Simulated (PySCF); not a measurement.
In(OH)2(OEt), SMILES CC[O][In]([OH])[OH] at its CAM-B3LYP/def2-SVP optimised geometry (Å):

```
13

In    -0.2009    -1.2164     0.0000
O     -1.1972    -2.9296     0.0007
H     -2.1534    -2.7941    -0.0163
O      1.7817    -1.2164     0.0000
H      2.1534    -2.1078     0.0101
O     -1.2456     0.4691     0.0000
C     -0.6646     1.7486    -0.0447
C      0.3660     1.9058    -1.1499
H     -1.4860     2.4704    -0.2033
H     -0.2032     2.0107     0.9278
H     -0.0879     1.6922    -2.1304
H      0.7702     2.9296    -1.1752
H      1.2153     1.2166    -1.0002
```

Method: CAM-B3LYP/def2-TZVP, def2 effective core potentials past Kr (PySCF 2.14.0). The core electrons that the potentials of In replace are not part of the density. Cells within 0.4 Å of a nucleus heavier than hydrogen are left out (blank, or x).

Map of the electrostatic potential (hartree/e), clipped to [-0.08, 0.12] on the plane z = 0.0 Å:

```
|33333333333333333333333333333|
|33333333333333444433333333333|
|33333333333444444443333333333|
|33333333444444444444333333333|
|33333334444444444444333333333|
|33333334577655544443333333333|
|33333334799998655443333333333|
|33333334999999975443333333333|
|333333347999x9997543333333333|
|333332234999xx997543333333333|
|333322223799x9996544333333333|
|33322211299999986554322222333|
|3332210039xx99976543222222233|
|3332210039xx99997542111122233|
|33332210299999999642000112233|
|33333221269999999976300012233|
|33333333479999999999940012233|
|3333444469999xx999xxx92122333|
|3444445579999xx9999x995333333|
|44445567899999999999998433333|
|44445689999999999999999644333|
|44455799999999999899999654433|
|4445679999xx99777679998654443|
|4444579999xx97345567776544443|
|44445568899971234455555544443|
|44444444322100123444554444443|
|34444433210000123344444444443|
|33333333211001223334444444433|
|33333333221112223333444444333|
```
Scale: ten equal steps from -0.071 (start of '0') to 0.120 (end of '9'), in the order '0123456789'; x runs from -5.00 to 5.00, y from -5.00 (bottom) to 5.00 (top).
